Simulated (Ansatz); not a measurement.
Gas-phase electronic energies from Ansatz, PBE0-D4/def2-TZVP geometries. CCSD(T)/CBS adds triple-zeta CCSD(T) − MP2 to the extrapolated MP2 energy (def2 sets, frozen cores). DFT in def2-TZVPP. For Ge outer-core shells are correlated without core-valence functions, which leaves a few kJ/mol of doubt a bond. Scalar relativity is left out up to krypton. Each species was taken in one conformer, which may not be the lowest.

Reaction (ligand exchange at the Si–C bond): `O[SiH](O)[CH2][GeH3]` + `CNC` → `CN(C)[SiH](O)O` + `[CH3][GeH3]`

`O[SiH](O)[CH2][GeH3]`:

Cartesian coordinates in Å:
```
O -1.709 0.610 0.629
Si -0.260 1.177 0.089
O -0.434 2.460 -0.925
C 0.555 -0.286 -0.696
Ge 0.689 -1.840 0.495
H -2.262 1.213 1.127
H 0.543 1.732 1.205
H -0.882 2.312 -1.759
H 0.001 -0.598 -1.587
H 1.562 -0.007 -1.018
H 1.155 -1.396 1.893
H -0.674 -2.537 0.615
H 1.717 -2.840 -0.066
```

`CNC`:

Cartesian coordinates in Å:
```
C -0.220 -0.817 0.863
N -0.687 0.138 -0.115
C 0.388 0.889 -0.721
H -1.061 -1.397 1.249
H 0.228 -0.284 1.707
H 0.538 -1.520 0.478
H -1.219 -0.337 -0.832
H 0.869 1.513 0.038
H -0.008 1.554 -1.491
H 1.174 0.261 -1.176
```

`CN(C)[SiH](O)O`:

Cartesian coordinates in Å:
```
C -0.598 -1.476 0.559
N 0.147 -0.282 0.239
C 1.398 -0.178 0.952
Si -0.515 1.054 -0.583
O -1.673 0.408 -1.555
O 0.666 1.867 -1.381
H -1.525 -1.511 -0.014
H -0.016 -2.373 0.313
H -0.846 -1.529 1.629
H 1.250 -0.181 2.042
H 2.059 -1.021 0.709
H 1.919 0.743 0.686
H -1.122 2.121 0.252
H -2.350 1.010 -1.864
H 1.206 1.349 -1.982
```

`[CH3][GeH3]`:

Z-matrix (Å, degrees):
```
C
Ge 1 1.953
H 1 1.091 2 110.3
H 1 1.090 2 110.3 3 120.0
H 1 1.090 2 110.3 3 -120.0
H 2 1.539 1 110.4 3 -59.8
H 2 1.539 1 110.4 3 60.2
H 2 1.539 1 110.4 3 -179.8
```

| species | PBE0 energy (Eh) |
| --- | --- |
| `O[SiH](O)[CH2][GeH3]` | -2559.46969 |
| `CNC` | -135.04963 |
| `CN(C)[SiH](O)O` | -576.13149 |
| `[CH3][GeH3]` | -2118.40908 |

Task: Work out ΔE.

Result: ΔE = (-576.13149) + (-2118.40908) − (-2559.46969) − (-135.04963) = -0.02125 Eh = -0.58 eV. CCSD(T)/CBS gives -0.61 eV.

Largest T1 diagnostic among the species: 0.011.
